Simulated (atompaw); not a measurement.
u(r) = r·R(r): atom against pseudo-atom (zirconium (Zr))

Columns: radius, all-electron u(r) and pseudo u(r) of the 5p shell (level -11.67 eV) of zirconium in the configuration [Ar] 3d10 4s2 4p6 4d2 5s0 5p0; PBE, scalar-relativistic, PAW (atompaw) scheme, atompaw 4.2.0.5.

```tsv
r (bohr)	all-electron	pseudo
0.088	-0.1101	-0.0014
0.177	0.0145	-0.0057
0.265	0.1430	-0.0125
0.354	0.1702	-0.0217
0.442	0.1159	-0.0325
0.531	0.0220	-0.0445
0.619	-0.0771	-0.0568
0.708	-0.1648	-0.0687
0.796	-0.2304	-0.0791
0.885	-0.2730	-0.0872
0.973	-0.2925	-0.0920
1.062	-0.2917	-0.0925
1.150	-0.2739	-0.0881
1.238	-0.2428	-0.0782
1.327	-0.2009	-0.0622
1.415	-0.1522	-0.0404
1.504	-0.0980	-0.0124
1.592	-0.0418	0.0206
1.681	0.0161	0.0587
1.769	0.0730	0.1001
1.858	0.1292	0.1446
1.946	0.1826	0.1903
2.035	0.2340	0.2370
2.123	0.2816	0.2824
2.212	0.3263	0.3264
2.300	0.3669	0.3669
```

(1) How many radial nodes do the two functions have?

(2) Is the pseudo-wave norm-conserving?

Answers

(1) The all-electron 5p function has n − l − 1 = 3; the pseudo-wave has 1, since 1 lower shell of the same l stays in the valence.

(2) No, it belongs to a PAW set: the norm inside the radius is not constrained, and the difference is carried by the augmentation charge.
